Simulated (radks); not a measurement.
Results of a calculation; reference values are marked as such.
B-, 6 electrons, occupied as [He] 2s2 2p2. Code: a radial shooting solver on a logarithmic mesh with Libxc functionals. Model: non-relativistic Kohn-Sham, PBE, spin-polarised, spherical densities, point nucleus; open shells are filled with parallel spins first; hard spherical wall at 5 bohr.

Radial electron density D(r) = 4 pi r^2 rho(r):

```
   r/bohr * D(r) (the largest magnitude, 5.07, reaches the edge; | marks zero)
  0.02003 |  *
  0.02222 |   *
  0.02446 |    *
  0.02693 |    *
  0.02964 |     *
  0.03289 |       *
   0.0362 |        *
  0.03985 |         *
  0.04422 |           *
  0.04868 |             *
  0.05358 |               *
  0.05945 |                  *
  0.06544 |                     *
  0.07204 |                        *
  0.07993 |                           *
  0.08799 |                               *
  0.09685 |                                  *
   0.1075 |                                      *
   0.1183 |                                         *
   0.1302 |                                             *
   0.1445 |                                                *
    0.159 |                                                   *
   0.1751 |                                                    *
   0.1943 |                                                      *
   0.2138 |                                                      *
   0.2354 |                                                     *
   0.2591 |                                                    *
   0.2875 |                                                 *
   0.3165 |                                             *
   0.3483 |                                        *
   0.3865 |                                   *
   0.4255 |                              *
   0.4683 |                         *
   0.5197 |                    *
    0.572 |                *
   0.6297 |             *
   0.6987 |           *
   0.7691 |           *
   0.8466 |           *
   0.9394 |            *
    1.034 |             *
    1.138 |               *
    1.263 |                 *
     1.39 |                  *
     1.53 |                   *
    1.698 |                   *
    1.869 |                  *
    2.057 |                 *
    2.265 |                *
    2.513 |             *
    2.766 |           *
    3.045 |         *
    3.379 |      *
    3.719 |   *
    4.094 | *
    4.542 |*
```

D(r) has 2 maxima, at r = 0.209, 1.66 bohr, and minima at 0.794 bohr, inside which lie 2.12 electrons.
